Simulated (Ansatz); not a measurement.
Total energies of Cu(AsH3)Me (CH₆AsCu) from Ansatz at PBE0-D4/def2-TZVP, gas phase (1 Eh = 27.2114 eV = 2625.5 kJ/mol). The reference geometry is relaxed at B3LYP-D4/def2-SVP.

```tsv
state	geometry	energy (Eh)
charge 0 singlet	reference	-3917.55051
charge 1 doublet	reference	-3917.26512
charge 1 doublet	relaxed at B3LYP-D4/def2-SVP	-3917.27391
free Cu atom (doublet)	–	-1640.24417
free As atom (quartet)	–	-2235.53903
free H atom (doublet)	–	-0.50104
free C atom (triplet)	–	-37.80537
```

(1) Work out the vertical ionisation energy to the doublet.

(2) How much does the charge 1 doublet relax, and what is the adiabatic ionisation energy?

(3) What is the binding energy per atom against free atoms?

(1) E(charge 1 doublet) − E(charge 0 singlet) = -3917.26512 − (-3917.55051) = 0.28539 Eh = 7.77 eV. For comparison, −ε of the highest occupied level is 5.77 eV at this level, 2.00 eV less.

(2) Relaxation: -3917.26512 − (-3917.27391) = 0.00879 Eh = 0.24 eV. Adiabatic ionisation energy: 0.27660 Eh = 7.53 eV, without zero-point energy. 

(3) Atoms: 1 × (-1640.24417) + 1 × (-2235.53903) + 6 × (-0.50104) + 1 × (-37.80537) = -3916.59481 Eh. Binding: -3916.59481 − (-3917.55051) = 0.95570 Eh = 26.01 eV, or 2.89 eV for each of 9 atoms (no zero-point energy, no counterpoise term).
